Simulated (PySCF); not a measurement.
C⁺ (carbon, charge +1): UHF calculation

Configuration: [He] 2s1 2p1 3d1, one real determinant (an excited configuration). Calculation: PySCF 2.14, in x2c-QZVPPall with one added diffuse shell each of s, p, d, f type (8s5p4d3f1g, 73 functions); scalar relativity by spin-free X2C-1e.

```json
{"Total energy": "-36.476239 hartree", "One-electron energy": "-45.2764 hartree", "Hartree (Coulomb) energy": "13.4014 hartree", "Exchange energy": "-4.6012 hartree", "⟨S²⟩": "3.7500", "⟨L²⟩": "8.009", "Sum of ⟨r⟩": "7.315 bohr", "Sum of ⟨r²⟩": "23.10 bohr²", "Traceless quadrupole moment −½Σ⟨3z² − r²⟩ along its main axis": "4.38 e·bohr²", "Langevin diamagnetic susceptibility": "-18.3 ×10⁻⁶ cm³/mol"}
```

| shell | electrons | mean orbital energy (eV) | rms radius, mean of both spins (bohr) |
| --- | --- | --- | --- |
| 1s α | 1 | -336.72 | 0.311 |
| 1s β | 1 | -333.75 | 0.311 |
| 2s α | 1 | -42.311 | 1.48 |
| 2p α | 1 | -34.227 | 1.45 |
| 3d α | 1 | -6.094 | 4.31 |

⟨L²⟩ = 8.01 against 12 for a pure F term, so this real determinant mixes terms. The outer electron is Rydberg-like, and this basis confines it to a smaller radius and binds it less than a complete one would.

Spin-orbit constants ζ (cm⁻¹) from the X2C one-electron operator on these orbitals: bare nucleus, nucleus screened by l(l+1)(2l+1)/3 electrons, and screened by the Breit-Pauli mean field of the electrons.

```csv
shell,bare,screened nucleus,mean field
2p,97.58,65.06,54.08
3d,1.338,0.4459,0.3891
```

To first order the Landé constant is A = 6.095 cm⁻¹, so the lowest level has J = 3/2 and lies 0.00453 eV below the centre of the term. This holds in LS coupling only.
